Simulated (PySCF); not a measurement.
A PySCF script (with the pyscf-properties extension) for the NMR shieldings of SMILES NCC[B@H-](C[SiH2]C)[NH3+], C$_{4}$H$_{17}$BN$_{2}$Si, on a GFN2-xTB geometry:

```python
import basis_set_exchange as bse
import numpy as np
from pyscf import gto, dft
from pyscf.prop import nmr

atoms = """
C     3.678501    0.816564    0.574355
Si    2.138604   -0.293419    0.752611
C     0.918563    0.065063   -0.646442
B    -0.351904   -0.947213   -0.737803
N    -1.347066   -0.287908   -1.867618
C    -1.263753   -1.007641    0.616816
C    -1.803147    0.343789    1.085255
N    -2.777925    0.873823    0.114325
H     3.418476    1.871300    0.580218
H     4.209245    0.616628   -0.351998
H     4.373224    0.647865    1.391203
H     2.592081   -1.692951    0.750742
H     1.555536   -0.003057    2.077064
H     0.580012    1.100999   -0.545416
H     1.474222    0.033276   -1.589575
H    -0.045666   -2.034214   -1.124729
H    -0.813722    0.210865   -2.569538
H    -1.942471    0.355939   -1.305032
H    -1.923794   -0.993575   -2.308693
H    -0.669844   -1.421777    1.431550
H    -2.116234   -1.683457    0.489259
H    -0.982765    1.060185    1.151479
H    -2.252020    0.258616    2.087753
H    -3.036197    1.824913    0.358190
H    -3.622891    0.309533    0.152544
"""
names = dict.fromkeys(["C", "Si", "B", "N", "H"], "pcSseg-1")
basis = {el: gto.basis.parse(bse.get_basis(n, elements=[el], fmt="nwchem")) for el, n in names.items()}
mol = gto.M(atom=atoms, basis=basis, charge=0, verbose=0)
mf = dft.RKS(mol, xc="PBE0")
mf.grids.level = 2
mf.grids.alignment = dft.numint.BLKSIZE   # the property module wants whole blocks of grid points
mf.conv_tol = 1e-9
mf.kernel()

calc = nmr.RKS(mf)   # GIAO
C = mf.mo_coeff
Co = C[:, mf.mo_occ > 0]
resp = mf.gen_response(singlet=True, hermi=2)
def vind(x):   # induced exchange potential for any number of trial vectors
    d = np.einsum("pi,xij,qj->xpq", C, 2 * x.reshape(-1, C.shape[1], Co.shape[1]), Co, optimize=True)
    return np.einsum("xpq,pi,qj->xij", resp(d - d.transpose(0, 2, 1)), C, Co, optimize=True).ravel()
mo1, _ = nmr.rhf.solve_mo1(calc, with_cphf=vind)
sigma = calc.kernel(mo1)
for i, s in enumerate(sigma):   # ppm
    w = np.linalg.eigvalsh((s + s.T) / 2)
    print("%2d %-2s iso %8.1f  s11 %8.1f  s22 %8.1f  s33 %8.1f" % (i, mol.atom_pure_symbol(i), w.mean(), *w))
```

**Question.** What are the results?

**Answer.** 
```
 0 C  iso    190.4  s11    187.0  s22    187.3  s33    196.8
 1 Si iso    394.7  s11    354.0  s22    391.4  s33    438.7
 2 C  iso    180.8  s11    164.5  s22    179.9  s33    198.0
 3 B  iso    115.9  s11    105.6  s22    115.2  s33    126.8
 4 N  iso    210.0  s11    191.4  s22    210.3  s33    228.3
 5 C  iso    164.6  s11    150.3  s22    167.7  s33    175.8
 6 C  iso    141.9  s11    118.7  s22    140.8  s33    166.2
 7 N  iso    215.5  s11    188.4  s22    224.9  s33    233.1
 8 H  iso     31.7  s11     27.2  s22     30.1  s33     37.9
 9 H  iso     31.7  s11     27.2  s22     29.5  s33     38.3
10 H  iso     31.7  s11     26.8  s22     28.3  s33     39.9
11 H  iso     27.6  s11     23.5  s22     26.8  s33     32.5
12 H  iso     27.6  s11     23.2  s22     28.3  s33     31.4
13 H  iso     32.2  s11     28.7  s22     32.2  s33     35.6
14 H  iso     32.0  s11     27.0  s22     31.2  s33     37.8
15 H  iso     29.2  s11     26.7  s22     29.2  s33     31.7
16 H  iso     30.2  s11     23.5  s22     28.7  s33     38.3
17 H  iso     19.9  s11      5.8  s22     14.1  s33     39.8
18 H  iso     29.7  s11     23.9  s22     25.4  s33     39.6
19 H  iso     31.2  s11     27.0  s22     29.7  s33     36.7
20 H  iso     31.4  s11     27.5  s22     29.9  s33     36.8
21 H  iso     28.6  s11     24.6  s22     29.2  s33     31.9
22 H  iso     28.2  s11     21.8  s22     27.8  s33     35.1
23 H  iso     30.4  s11     23.2  s22     27.4  s33     40.6
24 H  iso     31.3  s11     25.3  s22     28.9  s33     39.6
```

These numbers come from an equivalent density-fitted implementation of the same equations, which agrees with the script to about 0.01 ppm for H and up to a few tenths of a ppm for heavy atoms, so last digits may differ.

Size and cost of the density-fitted run: 228 basis functions, 34 s wall time on 1 thread of an Intel Xeon 6975P-C, shared host; peak memory 1.1 GiB.
